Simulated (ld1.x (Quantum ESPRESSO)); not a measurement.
**Reading a pseudo-wave (manganese (Mn))**

Columns: radius, all-electron u(r) and pseudo u(r) of the 3d shell (level -7.42 eV) of manganese in the configuration [Ar] 3d5 4s1.75 4p0.25; LDA (PZ), scalar-relativistic, RRKJ scheme, ld1.x (Quantum ESPRESSO) 7.5.

```
r (bohr)  all-electron  pseudo
   0.118        0.0854  0.0206
   0.235        0.3215  0.1423
   0.353        0.5651  0.3844
   0.470        0.7413  0.6645
   0.588        0.8437  0.8782
   0.705        0.8845  0.9642
   0.822        0.8834  0.9453
   0.940        0.8560  0.8811
   1.058        0.8135  0.8176
   1.175        0.7640  0.7641
   1.292        0.7117  0.7117
   1.410        0.6590  0.6590
   1.528        0.6078  0.6078
   1.645        0.5596  0.5596
   1.763        0.5140  0.5140
   1.880        0.4719  0.4719
   1.998        0.4326  0.4326
   2.115        0.3968  0.3968
   2.232        0.3638  0.3638
   2.350        0.3332  0.3332
   2.468        0.3052  0.3052
   2.585        0.2798  0.2798
   2.702        0.2564  0.2564
   2.820        0.2349  0.2349
   2.938        0.2151  0.2151
   3.055        0.1972  0.1972
```

Q: How many radial nodes do the two functions have?

A: The all-electron 3d function has n − l − 1 = 0; the pseudo-wave has 0.

Q: At about which radius was the pseudo-wave matched?

A: 1.20 bohr, where the columns begin to agree (steps of 0.12 bohr).

Q: Is the pseudo-wave norm-conserving?

A: Yes: the RRKJ scheme keeps the norm inside the radius equal to the all-electron one, which fixes the energy derivative of the logarithmic derivative at the level.
